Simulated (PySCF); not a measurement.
**GeO2, singlet: computed properties**

Computed with PBE in PySCF with Ge def2-TZVP, O def2-TZVP; no relativity; density-fitted integrals.

The structure is a minimum.

Coordinates in bohr (charge 0 multiplicity 1):
```
Ge    0.0000    0.0000    0.0000
O     0.0000    0.0000    3.0924
O     0.0000    0.0000   -3.0924
```

```
Point group                                                                   : D∞h
Bond lengths                                                                  : Ge–O 1.636 Å (×2)
Bond angles                                                                   : O–Ge–O 180.0°
Rotational symmetry number                                                    : 2
Atomisation energy without zero-point energy                                  : 1062 kJ/mol
Principal polarisabilities                                                    : 23.9, 23.9, 46.4 bohr³
Lowest empty level                                                            : -4.17 eV
Heat capacity Cp at 298.15 K                                                  : 48.2 J/(mol K)
Zero-point energy                                                             : 13.8 kJ/mol
Principal quadrupole moments (Buckingham, traceless) about the centre of mass : -11.38, 5.69, 5.69 D Å
Entropy at 298.15 K and 1 bar                                                 : 246.4 J/(mol K)
Enthalpy at 298.15 K above 0 K                                                : 11.88 kJ/mol
Highest occupied level                                                        : -7.81 eV
Dipole moment                                                                 : 0.00 D
Rotational constants                                                          : 0.1968 cm⁻¹
```

Harmonic modes (masses in u: Ge 73.921, O 15.995):
```json
{"symmetry": "πu", "ω (cm⁻¹)": "198", "IR (km/mol, summed over degenerate members)": "60.2", "μ (u)": "20.95", "type": "bend"}
{"symmetry": "σg+", "ω (cm⁻¹)": "863", "IR (km/mol, summed over degenerate members)": "0.0", "μ (u)": "15.99", "type": "stretch"}
{"symmetry": "σu+", "ω (cm⁻¹)": "1041", "IR (km/mol, summed over degenerate members)": "73.8", "μ (u)": "20.95", "type": "stretch"}
```

In D∞h the vibrations span πu + σg+ + σu+. The σg+ mode carries no infrared intensity, as symmetry demands. With a centre of inversion only u modes can be infrared active and only g modes Raman active.

Charges (e):
```csv
atom,Mulliken,Löwdin,polar tensor,Mayer order to Ge1
Ge1,0.76,0.50,0.99,–
"O2,3",-0.38,-0.25,-0.49,2.08
```

Mulliken populations on Ge1: s 7.12, p 13.66, d 10.36, f 0.09.

Outer orbital energies (eV). occupied: -23.85, -23.71, -12.30, -9.78, -8.97, -8.97, -7.81, -7.81; empty: -4.17, -2.36, -2.36, 2.63.

Counting electrons, germanium keeps none of its valence electrons outside its bonds, so the VSEPR class is AX2 and the expected shape is linear (D∞h), as computed.

The final relaxation and frequency run took 24 s on 2 threads of a shared Arm Neoverse V1 host, with 110 basis functions and 8 gradients; the process peaked at 0.88 GiB. Launch command: `OMP_NUM_THREADS=2 python axn.py task.json out`.
